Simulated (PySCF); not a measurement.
## C₆ coefficients of unlike pairs at PBE0

Calculated with PySCF 2.14 from the dipole response of each species, C₆(A,B) = (3/π) ∫ α_A(iu) α_B(iu) du, in atomic units, from isotropic polarisabilities. For ions this is the dispersion term alone; charge-induced terms of lower order in 1/R come first.

```json
{"species": "V³⁺", "configuration": "[Ar] 3d2 (3F)", "basis": "x2c-TZVPPall with one added diffuse shell each of s, p, d, f type (7s6p5d3f1g)", "relativity": "spin-free X2C", "α (bohr³)": "2.206", "C₆ (like pair)": "5.570"}
{"species": "Zr⁺", "configuration": "[Kr] 4d2 5s1 (4F)", "basis": "x2c-TZVPPall with one added diffuse shell each of s, p, d, f type (9s7p7d3f1g)", "relativity": "spin-free X2C", "α (bohr³)": "60.43", "C₆ (like pair)": "516.9"}
{"species": "Ta²⁺", "configuration": "[Xe] 4f14 5d3 (4F)", "basis": "aug-cc-pVTZ-PP with one added diffuse shell each of s, p, d, f, g type with ECP60MDF (7s7p6d4f3g)", "relativity": "core potential", "α (bohr³)": "14.16", "C₆ (like pair)": "78.40"}
{"species": "Ne", "configuration": "[Ne] (1S)", "basis": "aug-cc-pwCVDZ (5s4p2d)", "relativity": "none", "α (bohr³)": "2.035", "C₆ (like pair)": "4.592"}
```

Question: Estimate C₆ for Ta²⁺ with Zr⁺.

Answer: The integral gives 183.1. The combination rule 2 C_A C_B / (C_A α_B/α_A + C_B α_A/α_B) gives 177.8 and the geometric mean 201.3.

No spin-orbit coupling is included.

The other pairs:

```json
{"pair": "Ta²⁺, V³⁺", "C₆": "19.34"}
{"pair": "Ne, Ta²⁺", "C₆": "17.59"}
{"pair": "Zr⁺, V³⁺", "C₆": "38.50"}
{"pair": "Ne, V³⁺", "C₆": "5.057"}
{"pair": "Ne, Zr⁺", "C₆": "35.16"}
```
